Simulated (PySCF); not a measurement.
Spin-orbit coupling and the first ionisation energy along the 5p block

Two-component X2C-1e calculated with PySCF 2.14: MP2 on generalised Hartree-Fock spinors (GMP2), with spin-orbit coupling off and on (screened by Boettger's factors); no Breit or QED terms. Values in eV; the references (NIST) lie between the lowest levels. Elements whose determinants are no pure J levels are left out.

```csv
element,configurations,spin-free,with spin-orbit,shift,reference
"In (x2c-TZVPPall-2c, [Ar] 3d10 frozen)",[Kr] 4d10 5s2 5p1 → [Kr] 4d10 5s2,5.424,5.613,0.190,5.786
"Te (x2c-TZVPPall-2c, [Ar] 3d10 frozen)",[Kr] 4d10 5s2 5p4 → [Kr] 4d10 5s2 5p3,8.431,8.661,0.230,9.010
"I (x2c-TZVPPall-2c, [Ar] 3d10 frozen)",[Kr] 4d10 5s2 5p5 → [Kr] 4d10 5s2 5p4,10.372,10.204,-0.167,10.451
"Xe (x2c-TZVPPall-2c, [Ar] 3d10 frozen)",[Xe] → [Kr] 4d10 5s2 5p5,12.421,12.001,-0.420,12.130
```

The largest shift is at Xe, -0.420 eV, where spin-orbit coupling lowers the species with fewer electrons by more than the one with more (starting occupations closed and 5p1/2^2 5p3/2^3).

What remains against the references is mostly the basis and correlation beyond MP2.
